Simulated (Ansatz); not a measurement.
Isolated molecules relaxed with PBE0-D4/def2-TZVP in Ansatz; ΔE leaves out vibrations. CCSD(T)/CBS is the MP2 limit (def2-TZVPP, def2-QZVPP) plus CCSD(T) − MP2 in def2-TZVPP, frozen cores. This one scheme is used for every species. Functionals use def2-TZVPP. B3LYP here is the variant with VWN-RPA as its local correlation; programs differ in this. def2 core potentials past Kr. For Sn outer-core shells are correlated without core-valence functions, which leaves a few kJ/mol of doubt a bond.

`C[Si](F)(F)[SnH3]` + H–F → `[F][SnH3]` + `C[SiH](F)F`  (cleavage of the Sn–Si bond)

| level | ΔE (eV) |
| --- | --- |
| B3LYP-D4 | -0.46 |
| CCSD(T)/def2-TZVPP | -0.41 |

Problem. What does CCSD(T)/CBS give? (Estimate.)

Solution. The calculation gave: -0.41 eV. The listed levels differ from it by -0.05, 0.00 eV.

Largest T1 diagnostic among the species: 0.014.

The D4 term adds +0.11 eV with B3LYP and +0.06 eV with PBE0; it sums over pairs of atoms, weighted by their polarisabilities, and B3LYP, whose exchange is more repulsive, gets the larger term. In def2-TZVPP, CCSD(T) changes the Hartree–Fock value by +0.34 eV (the triples alone add +0.03 eV) and MP2 by +0.35 eV.
